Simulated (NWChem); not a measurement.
Molecule: GeNH$_{2}$F, singlet; SMILES [NH2][Ge][F]

```xyz
5

Ge    -0.4540     0.0087     0.0000
F      0.7098     1.3389     0.0000
N      0.8157    -1.2829     0.0000
H      1.8100    -1.0700     0.0000
H      0.6208    -2.2784     0.0000
```
Atoms are numbered in this order, from 1.

Low-valent species are run as closed-shell singlets; no triplet was tried in these runs. The geometry was optimised at PBE0/def2-SVP.

Symmetry labels are those of Cs in the frame above (b1 and b2, or b-type labels, depend on it). States above −ε(HOMO) = 6.6 eV lie in this functional's continuum and hang on the basis.

List the 4 lowest vertical singlet excitations from PBE/def2-SVPD, TDA (NWChem).


| state | energy (eV) | oscillator strength | symmetry | leading excitation (squared amplitude) |
|---|---|---|---|---|
| S1 | 5.28 | 0.098 | a" | HOMO → LUMO (0.93) |
| S2 | 5.70 | 0.050 | a' | HOMO−1 → LUMO (0.81) |
| S3 | 6.32 | 0.005 | a" | HOMO−1 → LUMO+1 (0.99) |
| S4 | 6.73 | 0.014 | a" | HOMO−2 → LUMO (0.90) |
